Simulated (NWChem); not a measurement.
Species: C3H3N2, doublet; SMILES [c]1ncc[nH]1

Computed with NWChem. Spin-unrestricted. In the optimisation the excess spin sits in a' (Cs, its own frame). Geometry: optimised at B3LYP/6-31G* (spherical d), spin-unrestricted. No stability test was run on the SCF state. Level r2SCAN/def2-SVP: energy and gradient on several grids; changes count from the extra-fine grid, which is no exact limit either.

Q: Which is the coarsest grid (coarse; xcoarse; medium; xfine; fine) from which on the energy stays within 50 μHa and each gradient component within 100 μHa/bohr of xfine?

A: fine.
```
grid     size of the energy change (μHa)  largest change of a gradient component (μHa/bohr)  time, medium = 1 (rough)
-------  -------------------------------  -------------------------------------------------  ------------------------
xcoarse                             2000                                               3000                   about 1
coarse                              1000                                                100                   about 1
medium                               100                                                 80                   about 1
fine                                < 10                                                 40                   about 1
xfine                               < 10                                               < 30                         3
```
